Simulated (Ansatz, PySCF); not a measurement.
Dissociation curve of MgH, doublet. Each curve is given relative to its own lowest point near equilibrium.

```
R / Å      A      B      C
-----  -----  -----  -----
1.30   146.5  139.5  139.5
1.40    76.9   73.0   72.1
1.48    41.0   39.0   37.8
1.56    18.2   17.5   16.3
1.64     5.4    5.4    4.5
1.68     2.0    2.1    1.6
1.74     0.0    0.0    0.0
1.77     0.1    0.0    0.3
1.85     3.6    2.9    4.2
1.90     7.6    6.3    8.4
1.98    16.2   13.8   17.0
2.17    42.2   37.0   42.7
2.39    70.7   66.0   71.0
2.62    90.8   91.4   90.9
2.91   103.7  111.2  103.7
3.10   107.6  117.7  107.6
3.46   110.3  122.7  110.2
3.81   110.6  124.0  110.5
4.29   110.3  124.5  110.2
4.75   110.2  124.6  109.9
5.24   110.2  124.8  109.8
6.03   110.3  124.9  109.8
6.95   110.4  124.9  109.8
```

Energies in kJ/mol.

Q: Assign the columns to these levels of theory: full CI/aug-cc-pVDZ, frozen core (Ansatz, a program for electronic structure); UHF/aug-cc-pVDZ (Ansatz); unrestricted Hartree-Fock/6-31G*, spherical d in PySCF.

A: A is UHF/6-31G*; B is FCI; C is UHF.

The unrestricted determinant behind UHF, UHF/6-31G* is spin-contaminated at 2.39 to 3.10 Å (<S²> up to 0.9, against 0.75 for a pure doublet).
